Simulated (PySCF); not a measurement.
# TlI3 at several levels of theory

Computed with PySCF 2.14.0 (density fitting, no spin-orbit coupling) at the geometry relaxed with r2SCAN:

```xyz
4
TlI3 (singlet)
Tl    0.0000    0.0000   -0.0949
I     2.7358    0.0000   -0.0935
I    -1.3679    2.3693   -0.0935
I    -1.3679   -2.3693   -0.0935
```

```csv
level,basis,state,HOMO (eV),gap (eV),charge on Tl1 (e),dipole about the centre of mass (D),largest force component (eV/Å)
r2SCAN,"Tl def2-SVP with ECP60, I def2-SVP with ECP28",singlet,-7.01,2.28,0.42,0.00,0.04
revPBE,the same,singlet,-6.60,2.01,0.36,0.00,0.35
M06-L,the same,singlet,-6.71,2.32,0.48,0.00,0.37
BLYP,the same,singlet,-6.40,1.91,0.31,0.00,0.57
r2SCAN,"Tl def2-TZVP with ECP60, I def2-TZVP with ECP28",singlet,-7.06,2.37,0.65,0.00,0.22
r2SCAN,"Tl x2c-SVPall, I x2c-SVPall",singlet,-6.95,2.28,0.57,0.00,0.15
```

Charges are Mulliken's, which hang on the basis. The relaxation used the grid (50, 194), these runs (75, 302) or, all-electron (x2c bases, spin-free X2C Hamiltonian), (99, 590).

Problem. What does PBE with Tl def2-SVP with ECP60, I def2-SVP with ECP28 give here?

Solution. state singlet, HOMO (eV) -6.65, gap (eV) 1.98, charge on Tl1 (e) 0.33, dipole about the centre of mass (D) 0.00, largest force component (eV/Å) 0.21. Time: 6.3 s on 2 threads of Arm Neoverse V1 (shared host), from an already converged density.

No frequency check is given that shows the relaxed geometry to be a minimum.
